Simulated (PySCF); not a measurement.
Dipole response of I³⁺ (iodine, charge +3)

[Kr] 4d10 5s2 5p2, high-spin 3P determinant. Computed with PySCF 2.14 in aug-cc-pVQZ-PP with ECP28MDF, with a scalar-relativistic core potential. Coupled (time-dependent) response in atomic units; α is the mean over directions.

```csv
method,mean α (bohr³),"α xx, yy, zz",C₆ (like pair),S(−4)
UHF,10.57,"10.95, 10.39, 10.39",58.55,26.96
PBE,10.04,"10.20, 9.954, 9.954",55.19,22.84
PBE0,10.12,"10.36, 10.00, 10.00",55.72,23.40
B3LYP,10.01,"10.19, 9.919, 9.919",54.86,22.83
BP86,10.00,"10.16, 9.925, 9.925",54.93,22.70
```

S(−4) is the Cauchy moment in α(ω) = α(0) + S(−4) ω² + …

Spin-orbit coupling is absent.

α(iu) at UHF:

| u (hartree) | α(iu) (bohr³) |
| --- | --- |
| 0 | 10.57 |
| 0.0500 | 10.51 |
| 0.100 | 10.31 |
| 0.200 | 9.616 |
| 0.300 | 8.673 |
| 0.500 | 6.694 |
| 0.750 | 4.762 |
| 1.00 | 3.498 |
| 1.50 | 2.138 |
| 2.00 | 1.480 |
| 3.00 | 0.8659 |
| 5.00 | 0.4141 |

A single London oscillator, α(iu) = α/(1 + u²/ω²), gives C₆ = (3/4) ω α². Matching the computed C₆ needs ω = 4 × 58.55 / (3 × 10.57²) = 0.699 hartree.

For an ion, C₆ is the dispersion term alone; charge-induced terms of lower order in 1/R come first.

The components differ because the open shell of this determinant is not spherical; for a pure term their mean is the scalar polarisability.

Energies and moments cover only the electrons outside the core potential.
